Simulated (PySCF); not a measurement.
## SeNI₃, singlet: data card

Computed with PBE in PySCF with Se def2-SVP, N def2-SVP, I def2-SVP with ECP28; scalar-relativistic core potentials, no spin–orbit coupling; density-fitted integrals.

The structure is a saddle point with 1 imaginary mode.

```xyz
5
charge 0 multiplicity 1, angstrom
Se    0.0936    0.0000   -0.6963
N    -1.4864    0.0000    0.0291
I    -1.0510    2.5246   -0.2794
I    -1.0510   -2.5246   -0.2794
I     2.2078    0.0000    0.9963
```

```
Point group                                                                   : Cs
Bond lengths                                                                  : Se–I 2.708 Å, Se–I 2.803 Å (×2), Se–N 1.739 Å
Bond angles                                                                   : I–Se–I 103.1° (×2), I–Se–I 128.5°, I–Se–N 64.3° (×2), I–Se–N 116.7°
Highest occupied level                                                        : -6.33 eV
Zero-point energy (real modes)                                                : 10.4 kJ/mol
Rotational constants                                                          : 0.01512, 0.01012, 0.006278 cm⁻¹
Principal polarisabilities                                                    : 65.6, 159.2, 228.7 bohr³
Atomisation energy without zero-point energy                                  : 767 kJ/mol
Dipole moment                                                                 : 1.50 D
Lowest empty level                                                            : -4.88 eV
Principal quadrupole moments (Buckingham, traceless) about the centre of mass : -4.78, -1.10, 5.88 D Å
```

Harmonic modes (masses in u: Se 79.917, N 14.003, I 126.904):
| symmetry | ω (cm⁻¹) | IR (km/mol) |
| --- | --- | --- |
| a'' | 339i | – |
| a'' | 41 | 0.0 |
| a' | 56 | 0.0 |
| a' | 90 | 0.1 |
| a' | 130 | 0.5 |
| a' | 172 | 13.9 |
| a'' | 205 | 92.1 |
| a' | 212 | 17.4 |
| a' | 833 | 29.0 |

Charges (e):
```tsv
atom	Mulliken	Löwdin	polar tensor	Mayer order to Se1
Se1	0.36	0.40	1.03	–
N2	-0.32	-0.36	0.20	1.44
I3,4	0.03	0.04	-0.42	0.51
I5	-0.10	-0.12	-0.39	0.77
```
Other Mayer orders above 0.3: I–I 0.51, N–I 0.36, N–I 0.44 (×2).

Mulliken populations on Se1: s 7.91, p 15.47, d 10.26.

This need not be the most stable arrangement of these atoms.

The final relaxation and frequency run took roughly 7 core-minutes on a shared host.
